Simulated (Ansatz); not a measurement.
Diatomic HfO, closed-shell singlet (the spin of the measured ground state). No spin–orbit coupling.

Seven points along R, fitted to fifth degree in 1/R; most abundant isotopes. Runs in def2 and cc sets follow the lowest solution found near the PBE0 minimum. The singlet is held restricted.

Run with Ansatz (Gaussian basis) for Hartree–Fock, density functionals and correlated methods. Each number belongs to the level named beside it. In def2 rows elements past Kr take small-core potentials, without spin–orbit coupling.

Energies at CAM-B3LYP/def2-TZVPP:

| R (Å) | E (hartree) |
|---|---|
| 1.597914 | -123.17232187 |
| 1.640868 | -123.18363410 |
| 1.680387 | -123.18929133 |
| 1.725060 | -123.19115442 |
| 1.769732 | -123.18907747 |
| 1.821278 | -123.18277941 |
| 1.881415 | -123.17137813 |

Problem. With a reduced mass of 14.6892 u, find the minimum, the force constant and the constants.

Solution. A fifth-degree polynomial in 1/R puts the minimum at r_e = 1.7223 Å with force constant 870 N/m. Then ω_e = (1/2πc)√(k/μ) = 1002 cm⁻¹ and B_e = h/(8π²cμr_e²) = 0.3869 cm⁻¹; the cubic and quartic terms give α_e = 0.0015 and ω_e x_e = 2.8 cm⁻¹.

Ansatz is an electronic-structure program.
